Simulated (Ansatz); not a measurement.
Coupled-cluster diagnostics for Si(vinyl)(OMe)3 (C₅H₁₂O₃Si), Ansatz.

Geometry of the singlet (PBE-D4/def2-SVP):

Cartesian coordinates in Å:
```
Si -0.093 -0.211 0.020
C -1.937 -0.151 0.247
C -2.534 -0.127 1.457
H -2.575 -0.128 -0.657
H -1.936 -0.149 2.384
H -3.631 -0.092 1.572
O 0.558 -0.193 1.553
C 1.930 -0.416 1.831
H 2.300 -1.349 1.350
H 2.058 -0.510 2.929
H 2.564 0.428 1.478
O 0.436 1.055 -0.946
C 0.111 2.414 -0.727
H -0.986 2.575 -0.610
H 0.454 3.008 -1.600
H 0.608 2.820 0.183
O 0.481 -1.577 -0.743
C 0.533 -1.794 -2.140
H -0.450 -2.138 -2.537
H 1.279 -2.588 -2.351
H 0.829 -0.876 -2.693
```

Correlated methods freeze 13 core orbitals.

Problem. Estimate the CCSD(T) correlation energy, the shares of MP2 and (T), T1 and the reference's ⟨S²⟩ for: charge 0, singlet, own geometry in def2-SVP; and the rough time on 2 threads of AMD EPYC 7R13 on a shared host and a share (18 GiB) of an NVIDIA H100 80GB HBM3.

Solution. 
| state | basis | correlation (eV) | MP2 share (%) | (T) share (%) | T1 | ⟨S²⟩ (pure) | wall time | remarks |
| --- | --- | --- | --- | --- | --- | --- | --- | --- |
| charge 0, singlet, own geometry | def2-SVP | -39.661 | 91.3 | 2.8 | 0.012 | 0.00 (0.00) | 16 s | restricted SCF unstable |
Customary marks for T1 are 0.02 (closed shells), 0.045 (open shells) and about 0.05 (3d metals). T1 stays under 0.02 throughout.
